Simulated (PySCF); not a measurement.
```xyz
3
charge 0 multiplicity 1, angstrom
Rh   -0.7749    0.0000   -0.8322
S    -2.4264    0.0000    0.3107
I     1.2270    0.0000    0.5922
```

Computed with PySCF, PBE0, basis Rh def2-TZVP with ECP28, S def2-TZVP, I def2-TZVP with ECP28 (scalar-relativistic core potentials, no spin–orbit coupling, density fitting).

This geometry of RhSI is a stationary point at this level.

Problem. What is the point group?

Solution. Cs.

Problem. Is it a minimum?

Solution. Yes: all harmonic wavenumbers are real.

Problem. Which band is strongest in the infrared?

Solution. 556 cm⁻¹ (a'), 19 km/mol.

Problem. Give the ideal-gas entropy at 298.15 K and 1 bar by parts.

Solution. translation 178.3, rotation 118.2, vibration 27.7, spin 0.0; total 324.3 J/(mol K).

Stability towards spin polarisation was not tested. This need not be the most stable arrangement of these atoms.
